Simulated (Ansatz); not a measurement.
`CB(N)C=[Se]` and `CB(N)[SiH2][SiH3]` differ in one atom or group.

Ansatz, PBE0-D4/def2-TZVP geometries, multiplicity 1. Each molecule was computed in one conformer, which needn't be the lowest.

Scalar relativity is left out up to krypton.

```json
{"property": "LUMO energy (PBE/def2-TZVPP) / eV", "`CB(N)C=[Se]`": "-3.62"}
{"property": "size of the dipole moment (ωB97M-V/def2-TZVPP) / D", "`CB(N)C=[Se]`": "3.23"}
{"property": "HOMO–LUMO gap (B3LYP/def2-TZVPP) / eV", "`CB(N)C=[Se]`": "2.75"}
{"property": "size of the dipole moment (PBE/def2-TZVPP) / D", "`CB(N)C=[Se]`": "3.39"}
{"property": "LUMO energy (PBE0/def2-TZVPP) / eV", "`CB(N)C=[Se]`": "-2.83"}
{"property": "HOMO energy (PBE/def2-TZVPP) / eV", "`CB(N)C=[Se]`": "-4.79"}
```

**Question.** Give the same properties after the change, and the shifts. (Best estimate.)

**Answer.** Computed: 
```json
{"property": "LUMO energy (PBE/def2-TZVPP) / eV", "`CB(N)[SiH2][SiH3]`": "-1.28", "shift": "2.34"}
{"property": "size of the dipole moment (ωB97M-V/def2-TZVPP) / D", "`CB(N)[SiH2][SiH3]`": "2.53", "shift": "-0.70"}
{"property": "HOMO–LUMO gap (B3LYP/def2-TZVPP) / eV", "`CB(N)[SiH2][SiH3]`": "6.72", "shift": "3.97"}
{"property": "size of the dipole moment (PBE/def2-TZVPP) / D", "`CB(N)[SiH2][SiH3]`": "2.56", "shift": "-0.83"}
{"property": "LUMO energy (PBE0/def2-TZVPP) / eV", "`CB(N)[SiH2][SiH3]`": "-0.39", "shift": "2.44"}
{"property": "HOMO energy (PBE/def2-TZVPP) / eV", "`CB(N)[SiH2][SiH3]`": "-6.34", "shift": "-1.55"}
```

With PBE0 the HOMO falls by 1.50 eV and the LUMO rises by 2.44 eV, so the gap widens by about 3.94 eV. PBE moves the HOMO by -1.55 eV and ωB97M-V by -1.34 eV. Dipoles are sizes alone; their direction can turn.

B3LYP here is the variant with VWN-RPA as its local correlation; programs differ in this.

Spin–orbit coupling is left out; it splits and shifts lone-pair levels of the heavy atoms by tenths of an eV.
